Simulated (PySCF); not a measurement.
A TDDFT job was run through a driver script with this input:

```
{"job": {"kind": "uv", "xc": "PBE0", "basis": "def2-SVPD", "nstates": 6, "ntriplets": 2}, "charge": 0, "multiplicity": 1}
C      2.819694    -0.368763     0.460891
C      1.790606     0.189248    -0.147313
C      0.503768    -0.505714    -0.451333
C     -0.660754     0.092971     0.349275
C     -1.939345    -0.696247     0.100831
As    -0.870421     2.038191    -0.074435
H      3.724777     0.174638     0.671941
H      2.802590    -1.402743     0.766702
H      1.833221     1.233698    -0.448720
H      0.596548    -1.571761    -0.224000
H      0.280600    -0.405386    -1.520638
H     -0.404923     0.027570     1.415558
H     -2.756599    -0.305911     0.708061
H     -1.802857    -1.749189     0.351079
H     -2.231107    -0.631342    -0.948298
H     -1.411675     1.781183    -1.455987
H     -2.281124     2.111587     0.436478
```

The program printed, after the SCF cycles:

```
converged SCF energy = -2432.0691123998

Static polarisability (au): isotropic 94.328, principal 75.728 93.897 113.360

Singlet excitations
state   eV       nm        f      main configurations
  1   6.2105    199.6   0.05600   H->L 0.94
  2   6.5345    189.7   0.03176   H->L+1 0.92
  3   6.7100    184.8   0.03684   H->L+2 0.93
  4   6.8788    180.2   0.20453   H->L+3 0.83, H->L+4 0.10
  5   6.9105    179.4   0.03487   H-1->L 0.52, H-1->L+1 0.44
  6   7.2578    170.8   0.09999   H-1->L+2 0.58, H-1->L 0.20, H-1->L+1 0.17

Triplet excitations (Tamm-Dancoff, eV): 4.4569 5.3064
```

Method used: PySCF, TDDFT PBE0/def2-SVPD, vertical, gas phase, core orbitals frozen in the response. One conformer (not necessarily the lowest) at the GFN2-xTB geometry, without solvent, vibrations or thermal averaging. The PBE0/def2-SVPD calculation is non-relativistic and has no spin–orbit coupling, an omission that weighs most on arsenic.

(1) What transition dipole goes with state 4?

(2) How much of the mean polarisability do the listed states account for?

(3) What is the gap between the lowest singlet and the lowest triplet?

(4) Which orbital energies lie behind H and L?

(5) Give the mean polarisability in Å³.

(6) Which species is it?

Answers

(1) |μ|² = 3f / (2ΔE) = 3 × 0.2045 / (2 × 0.2528) ≈ 1.214 au, so |μ| = 2.80 D.

(2) The sum over states Σ f/ΔE² (ΔE in hartree) gives 7.38 au, 8% of the total; the rest comes from higher roots of the same response equations.

(3) 6.2105 − 4.4569 = 1.7536 eV (full response against Tamm–Dancoff).

(4) HOMO -7.12 eV and LUMO 0.14 eV, a gap of 7.26 eV; state 1 differs from that by -1.05 eV.

(5) 94.33 au × 0.148185 = 13.98 Å³.

(6) `C=CC[C@H](C)[AsH2]` (C5H11As), point group C1.

H and L stand for HOMO and LUMO.

The run took about 1.7 min of CPU time (one thread, shared machine).

Conformer computed: `[CH2:1]=[CH:2][CH2:3][C@H:4]([CH3:5])[AsH2:6]`: C1–C2–C3–C4 114°, C2–C3–C4–C5 -176°, H–As6–C4–C3 72°, H–As6–C4–C3 161°.
